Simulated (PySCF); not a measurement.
Species: C3H7O4P.
Structure used (PBE0-D3(BJ)/def2-SVP), in Å, numbered top down from 1:
```xyz
15
C3H7O4P angstrom
C      2.740    0.144    0.152
O      1.381    0.170    0.567
P      0.199    0.340   -0.499
O      0.627    0.802   -1.826
O     -0.880    1.201    0.351
C     -2.077    0.472    0.566
C     -1.673   -1.000    0.495
O     -0.640   -1.052   -0.474
H      2.865    0.681   -0.799
H      3.077   -0.897    0.029
H      3.335    0.628    0.938
H     -2.809    0.727   -0.219
H     -2.492    0.749    1.545
H     -1.289   -1.357    1.466
H     -2.497   -1.651    0.172
```

Level of theory: TDDFT PBE0/def2-SVPD, vertical, gas phase, core orbitals frozen in the response (PySCF).

Kohn–Sham orbitals with the atoms that hold most of them (Löwdin shares over 4%, at most four atoms; ? is withheld):

```csv
orbital,ε (eV),atoms
HOMO-3,-9.53,"O2 28%, O5 12%, C1 12%, C6 7%"
HOMO-2,-9.35,"O4 46%, O8 14%, P3 12%, O2 9%"
HOMO-1,-8.73,"O4 63%, O5 10%, O2 10%, P3 7%"
HOMO,-8.44,?
LUMO,0.35,?
LUMO+1,0.59,"C6 15%, C7 15%, H13 14%, H15 14%"
LUMO+2,1.13,"C1 22%, H11 14%, H10 14%, O2 11%"
```

(1) Which atoms hold the LUMO, and with what shares?

(2) Which atoms hold the HOMO, and with what shares?

(3) The HOMO–LUMO gap is 8.79 eV. Where does the response calculation put the lowest singlet, and from which orbitals?

(4) One configuration dominates each of S1, S2 and S3. Which, and how do the shares of the two leading atoms of either orbital change from the occupied to the empty one?

## Answers

(1) P3 (bonded to 4 O) 14%; C1 (bonded to O and 3 H) 11%; O8 (bonded to C and P) 10%; C7 (bonded to C, O and 2 H) 10%. By element: carbon 21% or more, phosphorus 14%, oxygen 10% or more.

(2) O4 (bonded to P) 23%; O8 (bonded to C and P) 19%; O2 (bonded to C and P) 19%; O5 (bonded to C and P) 14%.

(3) S1 is at 7.48 eV (f = 0.0066), 1.32 eV below the gap, made of HOMO→LUMO (88%). Without the coupling terms of the response equations the lowest excitation would equal the gap.

(4) 
- S1 (7.48 eV, f 0.0066), HOMO→LUMO (88%): O4 23% → at most 10%, O8 19% → 10%, P3 at most 15% → 14%, C1 at most 15% → 11%
- S2 (7.77 eV, f 0.030), HOMO-1→LUMO (85%): O4 63% → at most 10%, O5 10% → at most 10%, P3 7% → 14%, C1 at most 8% → 11%
- S3 (7.95 eV, f 0.0030), HOMO→LUMO+1 (87%): O4 23% → at most 14%, O8 19% → at most 14%, C6 at most 15% → 15%, C7 at most 15% → 15%

Time: 5.9 min (with the writing of density and orbital grids); peak memory 0.92 GiB. Hardware: Arm Neoverse V1, one thread, no GPU, shared host with 32 logical CPUs at a one-minute load of 19.

One conformer stands for the species.
